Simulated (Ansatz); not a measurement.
`C[Si](N)(O)O[SiH3]`, relaxed with RKS PBE0-D4/def2-TZVP in the Gaussian-basis code of Ansatz from a GFN2-xTB geometry. The force threshold is 0.005 eV/Å; the program also tests the step.

Total charge 0; spin multiplicity 1.

Start:

```xyz
15

C    -0.823    1.715   -0.813
Si    0.432    0.330   -0.510
N     0.349   -1.077   -1.515
O     1.889    1.022   -0.699
O     0.269   -0.217    1.016
Si   -0.297   -1.209    2.153
H    -0.656    2.186   -1.777
H    -0.747    2.487   -0.054
H    -1.841    1.338   -0.798
H     0.504   -0.958   -2.503
H    -0.414   -1.716   -1.367
H     2.675    0.510   -0.531
H     0.109   -0.584    3.409
H    -1.755   -1.298    2.024
H     0.307   -2.529    1.963
```

**Question.** By how much does the energy fall, and how many steps does the optimiser take? (Best estimate.)

**Answer.** Ansatz gave: 12.55 kJ/mol, in 61 steps, 8 of them rejected.

**Question.** Which bonds change most? (Best estimate.)

**Answer.** Computed: C1–Si2 from 1.894 to 1.848 Å; Si6–H13 from 1.461 to 1.488 Å; Si6–H15 from 1.464 to 1.488 Å; O5–Si6 from 1.612 to 1.633 Å.

**Question.** Give the relaxed structure. (Best estimate.)

**Answer.** Ansatz gave: 
```xyz
15

C    -0.870    1.719   -1.146
Si    0.217    0.403   -0.438
N     0.465   -1.022   -1.360
O     1.681    1.110   -0.214
O    -0.470   -0.102    0.962
Si   -0.258   -1.217    2.136
H    -0.480    2.074   -2.102
H    -0.932    2.573   -0.467
H    -1.881    1.338   -1.307
H     0.967   -0.983   -2.232
H    -0.244   -1.737   -1.385
H     2.400    0.528    0.038
H     1.183   -1.355    2.484
H    -1.013   -0.787    3.338
H    -0.767   -2.542    1.692
```
